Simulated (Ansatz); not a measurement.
One change: `CB[SiH](C)N` becomes `CB[SiH](C)S`.

Ansatz, PBE0-D4/def2-TZVP geometries, multiplicity 1. Each molecule was computed in one conformer, which needn't be the lowest. `CB[SiH](C)S` holds a close contact that its SMILES doesn't draw: S···B 2.12 Å.

```csv
property,`CB[SiH](C)N`
HOMO–LUMO gap (PBE0/def2-TZVPP) / eV,5.37
HOMO energy (PBE0/def2-TZVPP) / eV,-6.94
HOMO energy (PBE/def2-TZVPP) / eV,-5.58
HOMO–LUMO gap (PBE/def2-TZVPP) / eV,3.04
size of the dipole moment (ωB97M-V/def2-TZVPP) / D,0.19
LUMO energy (PBE0/def2-TZVPP) / eV,-1.56
```

Problem. What does the change do to each property? (Estimate.)

Solution. The calculation gave: 
```tsv
property	`CB[SiH](C)S`	shift
HOMO–LUMO gap (PBE0/def2-TZVPP) / eV	6.44	1.07
HOMO energy (PBE0/def2-TZVPP) / eV	-6.78	0.16
HOMO energy (PBE/def2-TZVPP) / eV	-5.72	-0.14
HOMO–LUMO gap (PBE/def2-TZVPP) / eV	4.54	1.50
size of the dipole moment (ωB97M-V/def2-TZVPP) / D	2.38	2.19
LUMO energy (PBE0/def2-TZVPP) / eV	-0.34	1.22
```

With PBE0 the HOMO rises by 0.16 eV and the LUMO rises by 1.22 eV, so the gap widens by about 1.06 eV. PBE moves the HOMO by -0.14 eV and ωB97M-V by 0.39 eV. The zero-point energy changes by -37.5 kJ/mol with -3 modes. Dipoles are sizes alone; their direction can turn.

Positive LUMOs are unbound, so they and the gaps depend on the basis.
